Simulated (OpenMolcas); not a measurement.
# V4+: moving or changing the point charges

V4+ among 8 point charges of -1.6 e arranged as a cube (Oh), 1.7 Å from the ion.
```
   0.9815    0.9815    0.9815  -1.60
   0.9815    0.9815   -0.9815  -1.60
   0.9815   -0.9815    0.9815  -1.60
   0.9815   -0.9815   -0.9815  -1.60
  -0.9815    0.9815    0.9815  -1.60
  -0.9815    0.9815   -0.9815  -1.60
  -0.9815   -0.9815    0.9815  -1.60
  -0.9815   -0.9815   -0.9815  -1.60
```

```
Program             : OpenMolcas 26.06
Method              : CASSCF
Basis               : ANO-RCC-VDZP [5s4p2d1f]
Scalar Hamiltonian  : DKH2, point nucleus
Active space        : 1 electron in 5 orbitals (3d)
State averaging     : 2S+1 = 2 even, 5 roots
Spin-orbit coupling : RASSI with atomic mean-field integrals over the reference wave functions
```

Runs around this geometry, states (labels of O, the rotations of Oh). Energies in cm-1 above the lowest state or level, χT in cm3 K/mol; 10Dq is the gap between the two states; 10Dq is negative for this site.

| R (Å) | q (e) | Ground state | First state of that spin | 10Dq | First gap with spin-orbit (degeneracies) | χT at 300 K |
| --- | --- | --- | --- | --- | --- | --- |
| 1.7 | -1.04 | 2E | 2T2 4150 | -4150 | 4071 (4, 4) | 0.369 |
| 1.61 | -1.6 | 2E | 2T2 8122 | -8122 | 8020 (4, 4) | 0.371 |
| 1.7 | -1.6 | 2E | 2T2 6248 | -6248 | 6153 (4, 4) | 0.370 |
| 1.85 | -1.6 | 2E | 2T2 4164 | -4164 | 4085 (4, 4) | 0.369 |

Taking |10Dq| as R^-n, n = -ln(4164 / 8122) / ln(1.85 / 1.61) = 4.8 between the shortest and longest distance. The point-charge formula for a cubic d site gives n = 5.

Scaling the charges by -1.04 / -1.6 = 0.65 scales |10Dq| by 4150 / 6248 = 0.66; with fixed orbitals a first-order splitting would follow the charge.

An orbital doublet at a regular site is open to a Jahn-Teller distortion, which this geometry leaves out. The ground term spreads over less than 5000 cm-1, several times less than with real ligands, so orbital moments are less quenched and χT lies further from the spin-only value than at real sites (holds for R = 1.7, q = -1.04; R = 1.85, q = -1.6). Point charges carry no covalency, so the field is a model and not that of real ligands. No measured value stands beside these numbers.
